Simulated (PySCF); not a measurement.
Isomers of C8H18BN, one conformer each; single-point electronic energies without zero-point terms and without any empirical dispersion term.

All values: PBE0/pcSseg-1 (PySCF, non-relativistic), each on one gas-phase PBE0-D3(BJ)/def2-SVP geometry that isn't relaxed in the solvent. The solvent is an IEF-PCM continuum (cavity from Bondi-type radii × 1.2). Specific hydrogen bonds and non-electrostatic terms are outside this model.

```tsv
isomer	relative energy, gas (kJ/mol)	dipole (D)
`C[N@@+]1(CCC=C)[BH2-]CCC1`	0.0	4.44
`C[N@+]1(CC2CC2)[BH2-]CCC1`	1.7	4.26
```

Q: How do the relative energies look in chloroform (ε = 4.711)?

A: 
```
                     isomer  relative energy, solvent (kJ/mol)  E(solvent) − E(gas) (kJ/mol)  dipole in solvent (D)
`C[N@@+]1(CCC=C)[BH2-]CCC1`                                0.0                         -22.1                   5.41
`C[N@+]1(CC2CC2)[BH2-]CCC1`                                4.4                         -19.4                   5.34
```

The order is unchanged. Conformers: `[CH2:1]=[CH:2][CH2:3][CH2:4][N@+:5]1([CH3:6])[BH2-:7][CH2:8][CH2:9][CH2:10]1` with C1–C2–C3–C4 115°, C2–C3–C4–N5 180°, C3–C4–N5–C6 -60°, C4–N5–B7–C8 -156°, N5–B7–C8–C9 17°, B7–C8–C9–C10 8°, C8–C9–C10–N5 -34°; `[CH3:1][N@+:2]1([CH2:3][CH:4]2[CH2:5][CH2:6]2)[BH2-:7][CH2:8][CH2:9][CH2:10]1` with C1–N2–C3–C4 -63°, N2–C3–C4–C5 162°, C3–C4–C5–C6 -112°, C1–N2–B7–C8 -83°, N2–B7–C8–C9 -13°, B7–C8–C9–C10 -12°. `C[N@@+]1(CCC=C)[BH2-]CCC1` gains most from the continuum, and it has the largest gas-phase dipole. The gains span 2.7 kJ/mol, the gas-phase energies 1.7 kJ/mol.
